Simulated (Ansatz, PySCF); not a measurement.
# Energy differences in one family of gas-phase species

Each structure stands at its B3LYP-D3(BJ)/def2-SVP stationary point, reached from a drawn start (curvature not checked).

(1), F6W (SMILES [F][W]([F])([F])([F])([F])[F]) (charge 0, multiplicity 1):
```xyz
7

W     -0.00001     0.00001    -0.00002
F      1.68160    -0.67314     0.37491
F     -0.45016    -0.12703     1.78961
F     -0.62543    -1.71825    -0.27920
F      0.62531     1.71823     0.27965
F      0.45020     0.12732    -1.78960
F     -1.68159     0.67296    -0.37545
```

(2), F2O2W (SMILES [O][W]([O])([F])[F]) (charge 0, multiplicity 1):
```csv
atom,x (Å),y (Å),z (Å)
W,-0.0031,0.0080,0.0045
O,-0.9698,-1.2049,-0.7004
O,1.6124,-0.4663,-0.2558
F,-0.3304,0.0460,1.8418
F,-0.3093,1.6172,-0.8902
```

(3), F4OW (SMILES [O][W]([F])([F])([F])[F]) (charge 0, multiplicity 1):
```
atom    x (Å)    y (Å)    z (Å)
----  -------  -------  -------
W      0.0145   0.0413   0.0004
O      0.5710   1.6286   0.0156
F      1.2995  -0.9153  -0.9504
F      0.7421  -0.7437   1.5251
F     -1.5923   0.0804   0.9423
F     -1.0349  -0.0913  -1.5331
```

(4), O9W3 (SMILES [O][W]1([O])[O][W]([O])([O])[O][W]([O])([O])[O]1) (charge 0, multiplicity 1, Z-matrix in Å and degrees):
```
O
W 1 1.9130
O 2 1.7092 1 111.65
O 2 1.7092 3 107.87 1 123.05
W 1 1.9130 2 137.67 3 -119.47
O 5 1.7092 1 111.65 2 119.47
O 5 1.7092 6 107.87 1 -123.05
O 2 1.9131 3 111.66 4 123.06
W 8 1.9130 2 137.66 3 119.51
O 9 1.7092 8 111.66 2 -119.55
O 9 1.7092 10 107.87 8 123.05
O 9 1.9130 10 111.66 11 123.05
```

| step | quantity | PBE/def2-TZVPP (kcal/mol) | r2SCAN/def2-TZVPP (kcal/mol) | B3LYP-D3(BJ)/def2-TZVPP (kcal/mol) | PBE0/def2-TZVPP (kcal/mol) | wB97M-V/def2-TZVPP (kcal/mol) | CCSD(T)/def2-SVP (kcal/mol) |
|---|---|---|---|---|---|---|---|
| (1) + (2) → 2 (3) | reaction energy | -14.53 | -15.46 | -16.48 | -17.06 | -17.74 | -19.80 |
| 2 (4) + 3 (1) → 9 (2) | reaction energy | 43.43 | 75.91 | 67.40 | 52.54 | 70.37 | 42.25 |
| (4) + 6 (1) → 9 (3) | reaction energy | -43.69 | -31.63 | -40.45 | -50.49 | -44.65 | -67.98 |

Right side less left side. No zero-point or thermal terms; singlets are restricted closed shells; no spin–orbit coupling. The spin states of the d-block species are the ones drawn and need not be the lowest.

Correlated levels freeze the cores.

Programs: Ansatz (Gaussian basis) for Hartree–Fock, density functionals and correlated methods; PySCF for the D3/D4 terms. No computed number here is a measurement. Elements past Kr take the def2 small-core potentials, without spin–orbit coupling.

At CCSD(T)/def2-SVP the steps run from -67.98 ((4) + 6 (1) → 9 (3)) to 42.25 kcal/mol (2 (4) + 3 (1) → 9 (2)); 2 of 3 are downhill as written. PBE/def2-TZVPP, r2SCAN/def2-TZVPP, B3LYP-D3(BJ)/def2-TZVPP, PBE0/def2-TZVPP, wB97M-V/def2-TZVPP give the same order. No level here is sure enough to rank the others by; between PBE/def2-TZVPP and CCSD(T)/def2-SVP the widest gap is 24.29 kcal/mol, for (4) + 6 (1) → 9 (3).

The steps were written down ahead of the runs, not picked by their results: 3 of 3 stand here.

Ansatz is an electronic-structure program.
